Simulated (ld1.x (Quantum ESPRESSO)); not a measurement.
**fluorine TM: all-electron and pseudo phase curves**

| Item | Value |
| --- | --- |
| Element | fluorine (F) |
| Generator | ld1.x (Quantum ESPRESSO) 7.5 |
| Type | norm-conserving Troullier–Martins (Kleinman–Bylander form) |
| Functional | Wu–Cohen |
| Relativity | non-relativistic |
| Frozen core | [He] |
| Valence charge | 7 |
| Reference configuration | 2s2 2p5 |
| Partial waves | 2s (bound): rc 0.80 bohr; 2p (bound): rc 1.20 bohr |
| Local potential | all-electron potential smoothed inside 0.95 bohr (lloc = -1) |
| Core correction | none |

The phase is arctan(r·u′/u) with u = r·R(r), unwrapped; energies in Ry, scanned from -4 to 5 Ry. A pole is an energy at which the radial function vanishes at the test radius. The pseudo phase is shifted by a multiple of π to meet the all-electron one at the reference energy, and phase errors are pseudo minus all-electron; the curves can meet again beyond the range given. Levels narrower than the energy grid can be missing from the lists of poles.

**Question.** For each channel, where are the poles, and over which energies does the pseudopotential scatter like the atom?

**Answer.**

```json
{"channel": "s", "radius (bohr)": "1.30", "reference energy (Ry)": "-2.18", "poles, all-electron": "0.45", "poles, pseudo": "0.44", "unbroken range about the reference energy with phases within 0.05 rad": "the whole range", "phase error 1 Ry above the reference energy (rad)": "-0.000"}
{"channel": "p", "radius (bohr)": "1.30", "reference energy (Ry)": "-0.82", "poles, all-electron": "1.39", "poles, pseudo": "1.42", "unbroken range about the reference energy with phases within 0.05 rad": "the whole range", "phase error 1 Ry above the reference energy (rad)": "+0.002"}
```

Phases in the p channel:

```json
{"E (Ry)": "-4.00", "all-electron": "1.091", "pseudo": "1.092"}
{"E (Ry)": "-3.52", "all-electron": "1.033", "pseudo": "1.035"}
{"E (Ry)": "-3.04", "all-electron": "0.951", "pseudo": "0.953"}
{"E (Ry)": "-2.56", "all-electron": "0.824", "pseudo": "0.826"}
{"E (Ry)": "-2.08", "all-electron": "0.609", "pseudo": "0.611"}
{"E (Ry)": "-1.60", "all-electron": "0.220", "pseudo": "0.222"}
{"E (Ry)": "-1.12", "all-electron": "-0.372", "pseudo": "-0.372"}
{"E (Ry)": "-0.64", "all-electron": "-0.894", "pseudo": "-0.894"}
{"E (Ry)": "-0.16", "all-electron": "-1.198", "pseudo": "-1.197"}
{"E (Ry)": "0.32", "all-electron": "-1.371", "pseudo": "-1.369"}
{"E (Ry)": "0.80", "all-electron": "-1.480", "pseudo": "-1.478"}
{"E (Ry)": "1.28", "all-electron": "-1.556", "pseudo": "-1.553"}
{"E (Ry)": "1.76", "all-electron": "-1.614", "pseudo": "-1.609"}
{"E (Ry)": "2.24", "all-electron": "-1.661", "pseudo": "-1.655"}
{"E (Ry)": "2.72", "all-electron": "-1.701", "pseudo": "-1.694"}
{"E (Ry)": "3.20", "all-electron": "-1.739", "pseudo": "-1.730"}
{"E (Ry)": "3.68", "all-electron": "-1.774", "pseudo": "-1.763"}
{"E (Ry)": "4.16", "all-electron": "-1.810", "pseudo": "-1.796"}
{"E (Ry)": "4.64", "all-electron": "-1.848", "pseudo": "-1.831"}
```
